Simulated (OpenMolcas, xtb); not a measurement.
## How methods differ on C2H2Cl2Si (SMILES C#C[SiH](Cl)Cl)

C2H2Cl2Si: 7 atoms, total charge 0, spin state singlet. SMILES: `C#C[SiH](Cl)Cl`. Geometry: relaxed at PBE0-D4/def2-TZVP.

Each level gives the vertical energy of the triplet above the singlet (eV). The values are calculated.

| level | kind | program | value (eV) | less CCSD(T)/def2-SVP |
| --- | --- | --- | --- | --- |
| GFN2-xTB | semi-empirical | xtb | 5.30 | -1.04 |
| HF/def2-SVP | Hartree–Fock | OpenMolcas | 5.19 | -1.15 |
| SVWN5/def2-SVP | LDA | OpenMolcas | 5.31 | -1.03 |
| PBE/def2-SVP | GGA | OpenMolcas | 5.11 | -1.23 |
| revPBE/def2-SVP | GGA | OpenMolcas | 5.08 | -1.26 |
| TPSS/def2-SVP | meta-GGA | OpenMolcas | 5.03 | -1.31 |
| r2SCAN/def2-SVP | meta-GGA | OpenMolcas | 4.94 | -1.40 |
| PBE0/def2-SVP | global hybrid | OpenMolcas | 5.11 | -1.23 |
| CCSD(T)/def2-SVP, open shells restricted | coupled cluster or CI | OpenMolcas | 6.34 | 0.00 |

Differences are taken from CCSD(T)/def2-SVP, open shells restricted for orientation; it has basis-set and higher-order errors of its own. The values span 4.94 to 6.34 eV. The xTB rows lack spin polarisation, so open shells miss the exchange term that lowers them.
